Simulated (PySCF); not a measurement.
Vertical excitations of a molecule C₄H₁₂Ge from TDA-PBE/def2-SVPD in PySCF 2.14.0, as energy in eV (oscillator strength): 6.24 (0.039), 7.22 (0.306), 7.26 (0.004), 7.26 (0.004), 7.44 (0.163), 7.62 (0.075). Lowest triplet (TDA): 6.07 eV. Geometry: B3LYP-D3(BJ)/def2-SVP. One conformer was computed; it need not be the lowest.

Which molecule gave these data?
A. C[C](C)(C)[GeH3]
B. [CH3][Ge]([CH3])([CH3])[CH3]
C. CC[C@H](C)[GeH3]
D. CC[CH2][GeH2][CH3]

A, C[C](C)(C)[GeH3]
